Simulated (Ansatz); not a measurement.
Diatomic SbTe, multiplicity 4 (an upper state: multiplicity 2 came lower at CCSD(T)/def2-TZVPP on PBE0 minima). No spin–orbit coupling.

Seven points along R, fitted to fifth degree in 1/R; most abundant isotopes. Runs in def2 and cc sets follow the lowest solution found near the PBE0 minimum.

Correlated levels freeze the inner cores; with def2 sets outer-core shells near the valence are correlated too.

Run with Ansatz (Gaussian basis) for Hartree–Fock, density functionals and correlated methods. Each number belongs to the level named beside it. In def2 rows elements past Kr take small-core potentials, without spin–orbit coupling.

| level | r_e (Å) | ω_e (cm⁻¹) | ω_e x_e (cm⁻¹) | dipole (D) |
|---|---|---|---|---|
| PBE/def2-TZVPP | 2.800 | 184 | 0.37 | 0.31 |
| PBE0/def2-TZVPP | 2.771 | 193 | 0.36 | 0.51 |
| wB97X-V/def2-TZVPP | 2.753 | 200 | 0.34 | 0.67 |
| CCSD/def2-TZVPP | 2.780 | (withheld) | 0.36 | - |
| CCSD(T)/def2-TZVPP | (withheld) | (withheld) | 0.37 | - |

Complete the blanks.


- CCSD(T)/def2-TZVPP, r_e (Å): 2.790
- CCSD(T)/def2-TZVPP, ω_e (cm⁻¹): 185
- CCSD/def2-TZVPP, ω_e (cm⁻¹): 189

Ansatz is a quantum-chemistry and plane-wave program.
